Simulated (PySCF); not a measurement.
ZrF4, SMILES [F][Zr]([F])([F])[F], multiplicity 1. The structure is a stationary point at B3LYP-D3(BJ)/def2-SVP. The multiplicity is an assumed one; other spin states were not compared. The isomer is the one that the SMILES or the coordinates give; other isomers of the formula were not compared. The def2 effective core potentials stand for the cores of Zr; spin–orbit coupling is left out.

These are B3LYP-D3(BJ)/def2-SVP in PySCF values and carry that method's errors.

Harmonic wavenumbers (cm⁻¹): 157, 157, 169, 169, 169, 680, 704, 704, 704. Rotational constants (GHz): 2.752, 2.752, 2.752; symmetry number 12.

Task: Work out the zero-point energy and the ideal-gas rigid-rotor harmonic-oscillator thermochemistry at 298.15 K and 1 atm.

Result: ZPE = ½ Σ hcν = ½ × 3612 cm⁻¹ = 21.60 kJ/mol. H − E(el) = 40.84 kJ/mol. Entropy in J/(mol K): translation 172.59, rotation 92.88, vibration 57.54, total 323.00. G − E(el) = -55.46 kJ/mol. Cp = 86.67 J/(mol K).
